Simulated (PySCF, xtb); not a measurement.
Al(AsH2)2(F) (AlAs₂FH₄), SMILES [Al]([F])([AsH2])[AsH2].

Harmonic wavenumbers (cm⁻¹) from GFN2-xTB run with xtb at its own minimum, in rising order: 60, 67, 87, 121, 147, 220, 424, 429, 472, 501, 509, 730, 991, 992, 1757, 1775, 1798, 1806.

**Question.** What does ωB97X-D3(BJ)/def2-SVP (PySCF) give at its own minimum? (An estimate is asked for; the answer gives what the named calculation found.)

**Answer.** 68, 85, 102, 154, 172, 250, 446, 457, 523, 574, 590, 859, 1012, 1012, 2251, 2252, 2262, 2264. Paired by order, the mean absolute difference is 136 cm⁻¹ and the zero-point energies are 18.4 and 21.9 kcal/mol.
